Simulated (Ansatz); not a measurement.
Ideal-gas functions of `O[BH][SnH2][F]` at 500 K and 1 bar, from an Ansatz frequency run at PBE0-D4/def2-TZVP.

Molar mass 168.55 g/mol, point group Cs (symmetry number 1), electronic degeneracy 1, moments of inertia 74.818, 175.37, 242.417 u Å². Harmonic wavenumbers (cm⁻¹, unscaled): 149, 158, 286, 327, 497, 517, 544, 625, 715, 718, 930, 1004, 1237, 1372, 1941, 1943, 2643, 3624.

Use S(trans) = R[1.5 ln M + 2.5 ln T − 1.1517]; rotational temperatures θ = 24.2544 K / I; S(rot) = R[ln(√π/σ · √(T³/θAθBθC)) + 1.5]; for each mode x = 1.438777 ν̃/T, S = R[x/(eˣ − 1) − ln(1 − e⁻ˣ)] and H = RT x/(eˣ − 1); 1 cm⁻¹ = 0.0119627 kJ/mol; R = 8.31446 J/(mol·K).

Problem. By hand: the entropy, in J/(mol·K).

Solution. Translation 183.5. Rotation: θ = 0.3242, 0.1383, 0.1001 K, giving 117.2. Vibration, mode by mode: 15.42, 14.94, 10.17, 9.12, 6.01, 5.74, 5.39, 4.47, 3.64, 3.62, 2.24, 1.89, 1.11, 0.81, 0.21, 0.21, 0.04, 0.00, in all 85.0. Electronic 0.0. Sum 385.7 J/(mol·K).

Problem. By hand: H − E and G − E in kJ/mol, counted from the electronic energy.

Solution. Zero-point energy ½ × 19230 × 0.0119627 = 115.0; thermal vibration 23.6; translation, rotation and pV give 4 RT = 16.6. H − E = 155.2 kJ/mol, and G − E = 155.2 − 500 × 385.7/1000 = -37.7 kJ/mol.

Vibration gives 22 % of the entropy, 15.4 J/(mol·K) of it from the mode under 150 cm⁻¹: soft modes count most, and the harmonic formula is weakest for them. The sum counts one conformer and one mirror image; others add a mixing term.
